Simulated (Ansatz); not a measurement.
In(Me)(NH2)2 (CH7InN2), SMILES [In]([NH2])([NH2])[CH3]. Atoms are numbered in the order given.

```xyz
11

In     0.0078    -0.0127    -0.0131
C      2.0298    -0.2662    -0.7015
H      2.4212    -1.2479    -0.4014
H      2.6646     0.5152    -0.2581
H      2.0799    -0.1774    -1.7956
N     -0.7056    -0.8773     1.6843
H     -0.2806    -1.7298     2.0338
H     -1.7052    -0.9048     1.8575
N     -1.2771     1.3501    -0.8073
H     -2.2690     1.2890    -0.6013
H     -1.1519     1.6633    -1.7642
```

Coordinates come from a PBE0-D3(BJ)/def2-SVP optimisation. The def2 effective core potentials stand for the cores of In; spin–orbit coupling is left out. Other conformers were not sampled.

Two levels are set side by side: PBE-D3(BJ)/def2-SVP (Ansatz, a quantum-chemistry and plane-wave program) and PBE0-D3(BJ)/def2-SVP (Ansatz). Each level has its own optimised geometry; the coordinates shown are those of the second. Differences are taken from unrounded values.

| quantity | PBE0-D3(BJ) | PBE-D3(BJ) | PBE-D3(BJ) minus PBE0-D3(BJ) |
|---|---|---|---|
| mean bond length (Å) | 1.358 | 1.373 | 0.016 |
| bond In1–C2 (Å) | 2.151 | 2.172 | 0.021 |
| bond In1–N6 (Å) | 2.034 | 2.068 | 0.033 |
| bond In1–N9 (Å) | 2.034 | 2.068 | 0.033 |
| bond C2–H3 (Å) | 1.099 | 1.106 | 0.008 |
| bond C2–H4 (Å) | 1.100 | 1.108 | 0.008 |
| bond C2–H5 (Å) | 1.099 | 1.106 | 0.007 |
| bond N6–H7 (Å) | 1.015 | 1.026 | 0.012 |
| bond N6–H8 (Å) | 1.015 | 1.027 | 0.012 |
| bond N9–H10 (Å) | 1.015 | 1.027 | 0.012 |
| bond N9–H11 (Å) | 1.015 | 1.026 | 0.012 |

Exact exchange shortens and stiffens bonds; PBE has none. Differences between two approximate levels are no errors against the true value.
